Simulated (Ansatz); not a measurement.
C2H5GeN can be A, `[CH]1=N[CH2][GeH2]1`, or B, `C#[C][GeH2][NH2]`.

Isolated molecules relaxed with PBE0-D4/def2-TZVP in Ansatz; ΔE leaves out vibrations. CCSD(T)/CBS adds triple-zeta CCSD(T) − MP2 to the extrapolated MP2 energy (def2 sets, frozen cores). DFT in def2-TZVPP. B3LYP here is the variant with VWN-RPA as its local correlation; programs differ in this. For Ge outer-core shells are correlated without core-valence functions, which leaves a few kJ/mol of doubt a bond. Scalar relativity is left out up to krypton. One conformer a species, not always the lowest.

Which is lower in electronic energy at CCSD(T)/CBS, and by how much? (Best estimate.)

Computed: B, by 10.8 kcal/mol.

Give E(B) − E(A) in kcal/mol with LDA (SPW92), CCSD(T)/def2-TZVPP, BLYP-D4, HF/def2-TZVPP, r2SCAN-D4, B3LYP, ωB97M-V. (An estimate is asked.)

Computed: LDA (SPW92) 1.5, CCSD(T)/def2-TZVPP -10.9, BLYP-D4 -8.4, HF/def2-TZVPP -17.5, r2SCAN-D4 -7.0, B3LYP -9.9, ωB97M-V -9.0. The order is the other way round with LDA (SPW92).

Does the order hold for the free energy at 298.15 K (harmonic terms from PBE0-D4)? (Estimate.)

The calculation gave: Yes: G(B) − G(A) = -13.2 kcal/mol, for one conformer each.

Largest T1 diagnostic: 0.012.

Leaving LDA and LC-ωPBE aside and taking each functional with its dispersion term where it has one, the values, not all of them listed here, spread over 9.5 kcal/mol, from B2PLYP to revPBE-D4. LDA lies +4.5 kcal/mol from PBE without D4. At CCSD(T), def2-SVP lies +3.8 kcal/mol from the extrapolated value and def2-TZVPP −0.1 kcal/mol.
